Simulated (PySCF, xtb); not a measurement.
2-bromopropane (C₃H₇Br), SMILES CC(C)Br.

Harmonic wavenumbers (cm⁻¹) from GFN2-xTB (xtb) at its own minimum, in rising order: 218, 240, 276, 278, 403, 527, 926, 951, 978, 1073, 1151, 1162, 1236, 1300, 1409, 1420, 1480, 1485, 1489, 1496, 2956, 3018, 3023, 3030, 3035, 3039, 3041.

What does PBE-D3(BJ)/def2-SVP in PySCF give at its own minimum? (An estimate is asked for; the answer gives what the named calculation found.)

246, 261, 279, 295, 396, 530, 880, 903, 916, 1013, 1124, 1131, 1196, 1296, 1341, 1347, 1399, 1406, 1411, 1428, 2965, 2969, 3029, 3054, 3059, 3084, 3086. Paired by order, the mean absolute difference is 39 cm⁻¹ and the zero-point energies are 58.1 and 57.2 kcal/mol.
